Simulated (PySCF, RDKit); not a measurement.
Positional isomers: benzothiophene ethynyl+boryl. All species are isolated molecules in the gas phase. One relaxed conformer stands for each flexible species; it need not be the lowest. Strings in code marks are SMILES.

Quantity: electronic energy of isomers of C10H7BS relative to `Bc1cc2c(C#C)cccc2s1`, in kcal/mol. Force-field values (RDKit) are differences of steric energies, which aren't made for comparing isomers with other bonds.

Level 1: B3LYP/LANL2DZ // PBE0-D3(BJ)/def2-SVP (PySCF)
Level 2: PBE/6-31G* // PBE0-D3(BJ)/def2-SVP (PySCF)
Level 3: SVWN5/6-31G* // PBE0-D3(BJ)/def2-SVP (PySCF)
Level 4: UFF, relaxed from the DFT geometry (RDKit)

| species | level 1 | level 2 | level 3 | level 4 |
|---|---|---|---|---|
| `Bc1cc2ccc(C#C)cc2s1` | 0.12 | 0.37 | 0.70 | -0.76 |
| `Bc1cc2sccc2cc1C#C` | 6.22 | 6.05 | 5.63 | 1.95 |
| `Bc1cc(C#C)c2ccsc2c1` | 4.23 | 4.30 | 4.06 | 0.44 |
| `Bc1cc2cc(C#C)ccc2s1` | 0.22 | 0.73 | 1.08 | -0.75 |
| `Bc1c(C#C)ccc2sccc12` | 7.25 | 7.00 | 6.04 | 4.30 |
| `Bc1ccc(C#C)c2ccsc12` | 4.63 | 4.25 | 3.41 | 1.40 |
| `Bc1cc2cccc(C#C)c2s1` | 0.68 | 0.41 | 0.34 | -0.37 |
| `Bc1c(C#C)ccc2ccsc12` | 7.23 | 6.44 | 5.33 | 2.92 |
